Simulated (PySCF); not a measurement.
Polarisability and C₆ of Cl²⁺ (chlorine, charge +2)

[Ne] 3s2 3p3, high-spin 4S determinant. Computed with PySCF 2.14 in an even-tempered Gaussian basis (21 s from 0.054 bohr⁻², ratio 2.5; 13 p from 0.071 bohr⁻², ratio 2.5; 5 d from 0.92 bohr⁻², ratio 2.7; 5 f from 1.4 bohr⁻², ratio 2.7), with scalar relativity by spin-free X2C-1e. Coupled (time-dependent) response in atomic units; α is the mean over directions.

```tsv
method	mean α (bohr³)	C₆ (like pair)	S(−4)
UHF	4.248	10.79	12.10
PBE0	3.961	10.10	9.031
```

S(−4) is the Cauchy moment in α(ω) = α(0) + S(−4) ω² + …

α(iu) at UHF:

| u (hartree) | α(iu) (bohr³) |
| --- | --- |
| 0 | 4.248 |
| 0.0500 | 4.218 |
| 0.100 | 4.133 |
| 0.200 | 3.842 |
| 0.300 | 3.480 |
| 0.500 | 2.802 |
| 0.750 | 2.163 |
| 1.00 | 1.706 |
| 1.50 | 1.124 |
| 2.00 | 0.7944 |
| 3.00 | 0.4677 |
| 5.00 | 0.2337 |

A single London oscillator, α(iu) = α/(1 + u²/ω²), gives C₆ = (3/4) ω α². Matching the computed C₆ needs ω = 4 × 10.79 / (3 × 4.248²) = 0.797 hartree.

For an ion, C₆ is the dispersion term alone; charge-induced terms of lower order in 1/R come first.
